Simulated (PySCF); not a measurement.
PySCF input (MN15/def2-TZVPD):

```python
from pyscf import gto, scf, dft

mol = gto.M(
    atom='''
    O    -0.00000000   -0.00000000   -1.54579592
    Si    0.00000000    0.00000000    0.00000000
    O     0.00000000    0.00000000    1.54579592
    ''',
    basis='def2-tzvpd',
    charge=1,
    spin=1,
    symmetry='D2h',
    verbose=4,
)

mf = dft.UKS(mol, xc='mn15').density_fit(auxbasis='def2-universal-jkfit')
mf.grids.level = 4
mf.conv_tol = 1e-9
mf.max_cycle = 100
mf.max_memory = 1500
mf.kernel()
if not mf.converged:
    mf = mf.newton()
    mf.kernel(mf.make_rdm1())
mf.analyze()
```

End of the output:

```
Extra cycle  E= -439.31262426269  delta_E= -1.21e-11  |g|= 1.15e-06  |ddm|= 4.63e-06
converged SCF energy = -439.31262426269  <S^2> = 0.81174069  2S+1 = 2.060816
**** SCF Summaries ****
Total Energy =                        -439.312624262690349
Nuclear Repulsion Energy =              87.637290435803436
One-electron Energy =                 -772.871896480269470
Two-electron Energy =                  245.921981781775628
Two-electron Coulomb Energy =          283.382712134114115
DFT Exchange-Correlation Energy =      -37.460730352338501
HOMO-LUMO gap [eV] =                     3.804888637661693
Wave-function symmetry = B3g
alpha occupancy for each irrep:     Ag  B1g  B2g  B3g   Au  B1u  B2u  B3u
                                     5    0    1    1    0    4    2    2
beta  occupancy for each irrep:     Ag  B1g  B2g  B3g   Au  B1u  B2u  B3u
                                     5    0    1    0    0    4    2    2
**** MO energy ****
alpha MO #1 (Ag #1), energy= -65.6712671341812 occ= 1
alpha MO #2 (B1u #1), energy= -19.2008739605998 occ= 1
alpha MO #3 (Ag #2), energy= -19.2007926572902 occ= 1
alpha MO #4 (Ag #3), energy= -5.56528061574146 occ= 1
alpha MO #5 (B3u #1), energy= -4.09081338560656 occ= 1
alpha MO #6 (B2u #1), energy= -4.08986880895358 occ= 1
alpha MO #7 (B1u #2), energy= -4.08058294830872 occ= 1
alpha MO #8 (Ag #4), energy= -1.3708291003293 occ= 1
alpha MO #9 (B1u #3), energy= -1.3506974255958 occ= 1
alpha MO #10 (Ag #5), energy= -0.828631746715736 occ= 1
alpha MO #11 (B2u #2), energy= -0.772133116063809 occ= 1
alpha MO #12 (B1u #4), energy= -0.770150903824383 occ= 1
alpha MO #13 (B3u #2), energy= -0.749649778269146 occ= 1
alpha MO #14 (B3g #1), energy= -0.747559504721798 occ= 1
alpha MO #15 (B2g #1), energy= -0.720235860063683 occ= 1
alpha MO #16 (Ag #6), energy= -0.388750862114442 occ= 0
alpha MO #17 (B2u #3), energy= -0.290734430021208 occ= 0
alpha MO #18 (B3u #3), energy= -0.287484324863787 occ= 0
alpha MO #19 (Ag #7), energy= -0.085997004600188 occ= 0
alpha MO #20 (B1g #1), energy= -0.0790530610179583 occ= 0
alpha MO #21 (Ag #8), energy= -0.0786863217411257 occ= 0
alpha MO #22 (B1u #5), energy= -0.0698470255949779 occ= 0
alpha MO #23 (B2u #4), energy= -0.0398514862652588 occ= 0
alpha MO #24 (B3u #4), energy= -0.0379246807088371 occ= 0
alpha MO #25 (B3g #2), energy= -0.0128343463856303 occ= 0
alpha MO #26 (Ag #9), energy= -0.00955915970322962 occ= 0
alpha MO #27 (B2g #2), energy= -0.00874455650610251 occ= 0
alpha MO #28 (B1u #6), energy= 0.023307118200151 occ= 0
alpha MO #29 (Ag #10), energy= 0.0858049831219107 occ= 0
alpha MO #30 (B3g #3), energy= 0.0888690713796287 occ= 0
alpha MO #31 (B2g #3), energy= 0.0954121929452237 occ= 0
alpha MO #32 (B1g #2), energy= 0.107344997793557 occ= 0
alpha MO #33 (Ag #11), energy= 0.107404155191891 occ= 0
alpha MO #34 (Ag #12), energy= 0.13571541485568 occ= 0
alpha MO #35 (B3u #5), energy= 0.139109946581134 occ= 0
alpha MO #36 (B2u #5), energy= 0.139710196676062 occ= 0
alpha MO #37 (B1u #7), energy= 0.186935247930004 occ= 0
alpha MO #38 (Au #1), energy= 0.188788416164753 occ= 0
alpha MO #39 (B1u #8), energy= 0.188806696986898 occ= 0
alpha MO #40 (Ag #13), energy= 0.215638078757124 occ= 0
alpha MO #41 (B3g #4), energy= 0.21779221849195 occ= 0
alpha MO #42 (B2g #4), energy= 0.22432273299161 occ= 0
alpha MO #43 (B1u #9), energy= 0.278349973946263 occ= 0
alpha MO #44 (B2u #6), energy= 0.326934149774816 occ= 0
alpha MO #45 (B3u #6), energy= 0.336805234222441 occ= 0
alpha MO #46 (Ag #14), energy= 0.350689319858844 occ= 0
alpha MO #47 (B1g #3), energy= 0.350697681923426 occ= 0
alpha MO #48 (B3g #5), energy= 0.353011162923307 occ= 0
alpha MO #49 (B2g #5), energy= 0.361319899215868 occ= 0
alpha MO #50 (B1u #10), energy= 0.474399905029145 occ= 0
alpha MO #51 (Ag #15), energy= 0.490610862251778 occ= 0
alpha MO #52 (B2u #7), energy= 0.559299435336162 occ= 0
alpha MO #53 (B3u #7), energy= 0.57097839522571 occ= 0
alpha MO #54 (Ag #16), energy= 0.608412597877717 occ= 0
alpha MO #55 (B1u #11), energy= 0.660678381352184 occ= 0
alpha MO #56 (B1u #12), energy= 0.682872701208623 occ= 0
alpha MO #57 (B3g #6), energy= 0.692187530426872 occ= 0
alpha MO #58 (B2g #6), energy= 0.701824660269228 occ= 0
alpha MO #59 (Ag #17), energy= 0.726590587797531 occ= 0
alpha MO #60 (B2u #8), energy= 0.738499102809565 occ= 0
alpha MO #61 (B3u #8), energy= 0.738551538299755 occ= 0
alpha MO #62 (B1g #4), energy= 0.789167036387047 occ= 0
alpha MO #63 (Ag #18), energy= 0.789331353354498 occ= 0
alpha MO #64 (Au #2), energy= 0.853508952451031 occ= 0
alpha MO #65 (B1u #13), energy= 0.853582135134246 occ= 0
alpha MO #66 (Ag #19), energy= 0.866797467280286 occ= 0
alpha MO #67 (B2u #9), energy= 0.941659755139903 occ= 0
alpha MO #68 (B3u #9), energy= 0.944101137698754 occ= 0
alpha MO #69 (B3g #7), energy= 0.99279417789191 occ= 0
alpha MO #70 (B2g #7), energy= 1.0015212180703 occ= 0
alpha MO #71 (Ag #20), energy= 1.08942126731393 occ= 0
alpha MO #72 (B2u #10), energy= 1.20067840443833 occ= 0
alpha MO #73 (B3u #10), energy= 1.20966696865578 occ= 0
alpha MO #74 (B1u #14), energy= 1.40812900364919 occ= 0
alpha MO #75 (Ag #21), energy= 1.45237313853556 occ= 0
alpha MO #76 (B1g #5), energy= 1.45332747257963 occ= 0
alpha MO #77 (B1u #15), energy= 1.51764997792892 occ= 0
alpha MO #78 (Au #3), energy= 1.51845841053438 occ= 0
alpha MO #79 (B3g #8), energy= 1.66783133943704 occ= 0
alpha MO #80 (B2g #8), energy= 1.69137246471419 occ= 0
alpha MO #81 (B2u #11), energy= 1.97560755380024 occ= 0
alpha MO #82 (B1u #16), energy= 1.99881193498426 occ= 0
alpha MO #83 (B3u #11), energy= 2.00531262852748 occ= 0
alpha MO #84 (Ag #22), energy= 2.0523940831855 occ= 0
alpha MO #85 (B1u #17), energy= 2.14088194935963 occ= 0
alpha MO #86 (B3g #9), energy= 2.51811572618848 occ= 0
alpha MO #87 (B2g #9), energy= 2.57428006177906 occ= 0
alpha MO #88 (B2u #12), energy= 2.70606327245187 occ= 0
alpha MO #89 (B3u #12), energy= 2.75477477467639 occ= 0
alpha MO #90 (Ag #23), energy= 2.78395895700325 occ= 0
alpha MO #91 (B1u #18), energy= 2.78567209924098 occ= 0
alpha MO #92 (Ag #24), energy= 3.38935773937249 occ= 0
alpha MO #93 (B1u #19), energy= 4.1886645390373 occ= 0
alpha MO #94 (B3g #10), energy= 4.68138412291295 occ= 0
alpha MO #95 (B2g #10), energy= 4.68225739636446 occ= 0
alpha MO #96 (Ag #25), energy= 4.68881718899817 occ= 0
alpha MO #97 (B1g #6), energy= 4.69106007354648 occ= 0
alpha MO #98 (B2u #13), energy= 4.69374173822738 occ= 0
alpha MO #99 (B3u #13), energy= 4.69431074695771 occ= 0
alpha MO #100 (B1u #20), energy= 4.81886923434633 occ= 0
alpha MO #101 (B3g #11), energy= 4.8206526173626 occ= 0
alpha MO #102 (Au #4), energy= 4.82450610837484 occ= 0
[...]
```
